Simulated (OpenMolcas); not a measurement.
A calculation on Ar²⁺.

```json
{
  "Program": "OpenMolcas",
  "Method": "XMS-CASPT2, IPEA 0.25 Eh, imaginary shift 0.1 Eh (closed shells correlated: 2s 2p 3s)",
  "Basis": "ANO-RCC-VTZP [5s4p2d1f]",
  "Scalar Hamiltonian": "DKH2, point nucleus",
  "Active space": "4 electrons in 3 orbitals (3p)",
  "State averaging": "2S+1 = 3 even, 3 roots; 2S+1 = 1 even, 6 roots",
  "Spin-orbit coupling": "RASSI with atomic mean-field integrals over the reference wave functions, term energies averaged over their components"
}
```

(1) Which level of the active space comes out lowest?

(2) How high does 3s2 3p4 1D2 lie?

(3) How high does 3s2 3p4 3P0 lie?

(4) How high does 3s2 3p4 3P1 lie?

Measured values: Saloman, J. Phys. Chem. Ref. Data 39, 033101 (2010).

Results:

(1) 3s2 3p4 3P2, with 100 % of that term; it is also the measured ground level.

(2) 14560 cm-1 above the lowest level; measured 14010 cm-1 above the ground level, so the calculation is off by +4 %.

(3) 1474 cm-1 above the lowest level; measured 1570 cm-1 above the ground level, so the calculation is off by -6 %.

(4) 1033 cm-1 above the lowest level; measured 1112 cm-1 above the ground level, so the calculation is off by -7 %.

Term energies are means over components that CASPT2 splits; among the terms shown or strongly mixed into the levels shown the widest spread is 890 cm-1 (3s2 3p4 1D). With the s shell closed, the reference lacks s² → p² mixing. Computed and measured levels are paired by configuration, term and J; levels that our copy of the source lacks, or whose pairing is in doubt (as where it misses far off the trend of its configuration), stay unpaired and out of the deviations. Only configurations of the active space appear.
